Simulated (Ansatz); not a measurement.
[Ni(OH)4]2- (NiO₄H₄²⁻). The state is a singlet with charge -2. Geometry PBE-D4/def2-SVPD, that of the charge -2 singlet.

```xyz
9

Ni    0.003   -0.015    0.006
O    -1.405   -0.764   -1.066
H    -2.125   -0.597   -0.429
O     1.263   -0.372   -1.400
H     0.618   -0.744   -2.030
O    -1.259    0.350    1.409
H    -0.624    0.777    2.015
O     1.410    0.740    1.077
H     2.120    0.625    0.417
```

A multiply charged anion in the gas phase is held together partly by the finite basis. At PBE-D4/def2-TZVPD, r2SCAN-D4/def2-TZVPD, PBE0-D4/def2-TZVPD the highest occupied level of the charge -2 singlet lies above zero (up to 5.92 eV). The electron is either unbound and held by the finite basis, or the level is raised by self-interaction error. At r2SCAN-D4/def2-TZVPD, PBE0-D4/def2-TZVPD the unrestricted singlet has broken spin symmetry (⟨S²⟩ up to 0.44). The order of the spin states hangs on the level: the triplet lies 0.09 eV below the singlet at PBE0-D4/def2-TZVPD, but 0.42 eV above it at PBE-D4/def2-TZVPD.

Estimate the orbital energies around the gap (eV) in Ansatz with PBE-D4/def2-TZVPD, r2SCAN-D4/def2-TZVPD, PBE0-D4/def2-TZVPD.


```tsv
orbital	PBE-D4/def2-TZVPD	r2SCAN-D4/def2-TZVPD	PBE0-D4/def2-TZVPD
HOMO−5	2.95	2.76	1.68
HOMO−4	3.82	3.62	2.13
HOMO−3	4.88	4.41	2.46
HOMO−2	5.56	5.29	3.23
HOMO−1	5.92	5.54	3.52
HOMO	5.92	5.64	3.60
LUMO	6.51	6.96	7.03
LUMO+1	6.92	7.38	7.43
LUMO+2	6.92	7.39	7.43
LUMO+3	6.94	7.44	7.98
LUMO+4	7.98	8.46	9.01
LUMO+5	8.43	8.79	9.07
β HOMO	5.92	5.64	3.60
β LUMO	6.51	6.96	7.03
```
